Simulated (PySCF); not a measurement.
**C₆ coefficients of unlike pairs at BP86**

Calculated with PySCF 2.14 from the dipole response of each species, C₆(A,B) = (3/π) ∫ α_A(iu) α_B(iu) du, in atomic units, from isotropic polarisabilities. For ions this is the dispersion term alone; charge-induced terms of lower order in 1/R come first.

```json
{"species": "Ga", "configuration": "[Ar] 3d10 4s2 4p1 (2P)", "basis": "aug-cc-pVTZ-PP with one added diffuse shell each of s, d, f type with ECP10MDF (7s5p5d3f)", "relativity": "core potential", "α (bohr³)": "64.51", "C₆ (like pair)": "539.8"}
{"species": "Si⁺", "configuration": "[Ne] 3s2 3p1 (2P)", "basis": "x2c-TZVPPall with one added diffuse shell each of s, p, d type (6s6p4d1f)", "relativity": "spin-free X2C", "α (bohr³)": "18.99", "C₆ (like pair)": "100.1"}
{"species": "Ir⁺", "configuration": "[Xe] 4f14 5d7 6s1 (5F)", "basis": "def2-QZVPPD with the def2 core potential (60 electrons) (7s5p4d4f2g)", "relativity": "core potential", "α (bohr³)": "24.44", "C₆ (like pair)": "200.5"}
```

Problem. Estimate C₆ for Ir⁺ with Ga.

Solution. The integral gives 301.5. The combination rule 2 C_A C_B / (C_A α_B/α_A + C_B α_A/α_B) gives 295.0 and the geometric mean 329.0.

No spin-orbit coupling is included.

The other pairs:

```tsv
pair	C₆
Ir⁺, Si⁺	139.2
Si⁺, Ga	222.7
```
